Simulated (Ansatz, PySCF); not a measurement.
System: C4H10N (charge 0, doublet). SMILES: CC(C)[CH]N
Coordinates optimised at B3LYP-D3(BJ)/def2-TZVP (Ansatz, a program for electronic structure):
```xyz
15

C     -0.5525     1.4004    -0.5378
C     -0.4043    -0.1193    -0.3246
C     -1.7130    -0.7250     0.1849
C      0.7279    -0.4554     0.5909
N      2.0283    -0.2023     0.1459
H      0.3839     1.8381    -0.8852
H     -0.8238     1.8904     0.4006
H     -1.3315     1.6197    -1.2728
H     -0.1854    -0.5638    -1.3067
H     -1.6374    -1.8094     0.2768
H     -2.5408    -0.4921    -0.4876
H     -1.9627    -0.3211     1.1699
H      0.5829    -0.3478     1.6605
H      2.2060    -0.4704    -0.8129
H      2.7618    -0.5316     0.7557
```
Charge 0, spin multiplicity 2.

Unscaled harmonic wavenumbers (cm⁻¹) in rising order, each level at the stationary point that it reaches from this structure (no distance between atoms moves by over 0.3 Å); the order of modes can differ between levels, and a negative number is imaginary. B3LYP-D3(BJ)/def2-TZVP (PySCF, at the structure above): 105, 222, 235, 250, 302, 352, 439, 489, 611, 713, 818, 924, 935, 965, 1054, 1108, 1182, 1218, 1248, 1331, 1345, 1392, 1413, 1450, 1487, 1489, 1500, 1511, 1645, 2953, 3019, 3026, 3076, 3084, 3098, 3101, 3148, 3509, 3613.

HF/3-21G (Ansatz): 131, 251, 254, 274, 309, 375, 460, 512, 595, 773, 858, 972, 1028, 1051, 1144, 1196, 1253, 1306, 1340, 1462, 1475, 1538, 1559, 1580, 1661, 1663, 1673, 1681, 1835, 3179, 3188, 3192, 3240, 3250, 3256, 3274, 3291, 3724, 3835. Zero-point energy 91.0 against 84.9 kcal/mol; where all levels lie over 400 cm⁻¹, the wavenumbers are on average 1.074 times those of B3LYP-D3(BJ)/def2-TZVP.

B3LYP/6-31G* (Ansatz): 102, 226, 232, 254, 304, 346, 439, 486, 658, 790, 823, 931, 940, 970, 1064, 1118, 1191, 1225, 1257, 1348, 1359, 1416, 1438, 1466, 1516, 1520, 1530, 1540, 1679, 2968, 3033, 3040, 3095, 3103, 3117, 3123, 3148, 3488, 3594. Zero-point energy 85.6 against 84.9 kcal/mol; where all levels lie over 400 cm⁻¹, the wavenumbers are on average 1.013 times those of B3LYP-D3(BJ)/def2-TZVP.
